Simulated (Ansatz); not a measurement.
Coupled-cluster diagnostics for Ti3H⁺, Ansatz.

Geometry of the singlet (r2SCAN-D4/def2-TZVP):

Cartesian coordinates in Å:
```
Ti -0.555 1.111 0.282
Ti 1.579 0.659 -0.604
Ti 0.253 -1.237 -0.167
H -1.277 -0.533 0.488
```

Correlated methods freeze 15 core orbitals; core or outer-core shells of Ti are correlated, in sets that lack core-valence functions. The geometry of the singlet was relaxed on an unsound state (restricted singlet, unstable towards broken spin symmetry at other levels and untested here). At PBE0-D4/def2-TZVP a triplet of charge 1 lies 1.68 eV below the restricted singlet, each at its own geometry. That triplet is doubtful there (⟨S²⟩ 4.45, where a pure state has 2.00). The structure comes from a short search, and lower isomers may exist.

Task: Estimate the CCSD(T) correlation energy, the shares of MP2 and (T), T1 and the reference's ⟨S²⟩ for: charge 1, singlet, own geometry in def2-TZVPP; and the rough time on 4 threads of Intel Xeon Platinum 8175M on a shared host.

Result: 
```csv
state,basis,correlation (eV),MP2 share (%),(T) share (%),T1,⟨S²⟩ (pure),wall time,remarks
"charge 1, singlet, own geometry",def2-TZVPP,-39.951,78.0,14.0,0.191,0.00 (0.00),6 min,"flagged by the program, large T1 (0.191), restricted SCF unstable"
```
Customary marks for T1 are 0.02 (closed shells), 0.045 (open shells) and about 0.05 (3d metals). T1 exceeds 0.02 in 1 of 1 rows and 0.045 in 1; the higher it lies, the less the single-reference result can be trusted.
